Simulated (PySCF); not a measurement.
Si(F)(Br)(NH2)2 (BrFH₄N₂Si), SMILES N[Si](N)(F)Br.

Geometry: ωB97X-D3(BJ)/def2-SVP. This is a generated structure with no PubChem entry under its InChIKey; it may be hypothetical. The values are those of a single conformer.

Two levels are set side by side: PBE/def2-TZVP (PySCF) and B3LYP/def2-TZVP (PySCF). Same geometry, gas phase. Differences are taken from unrounded values.

```json
[
 {"quantity": "orbital gap (eV)", "B3LYP": "7.79"},
 {"quantity": "highest occupied level (eV)", "B3LYP": "-7.63"},
 {"quantity": "lowest empty level (eV)", "B3LYP": "0.15"},
 {"quantity": "dipole moment (D)", "B3LYP": "2.62"},
 {"quantity": "mean polarisability (bohr³)", "B3LYP": "56.3"}
]
```

What does PBE give, and how far is it from B3LYP? (The exact figures need the calculation; the answer reports its results.)


```
quantity                       PBE  PBE minus B3LYP
---------------------------  -----  ---------------
orbital gap (eV)              6.11            -1.68
highest occupied level (eV)  -6.48             1.16
lowest empty level (eV)      -0.37            -0.52
dipole moment (D)             2.61            -0.01
mean polarisability (bohr³)   58.5              2.2
```

PBE's occupied levels lie high since its potential decays too fast outside the molecule; exact exchange lowers them and widens the gap. PBE's more diffuse valence density responds more strongly to a field. Differences between two approximate levels are no errors against the true value.

Rough cost on one machine, each run with all the roots and properties that it gave: B3LYP against PBE within a factor of 2.
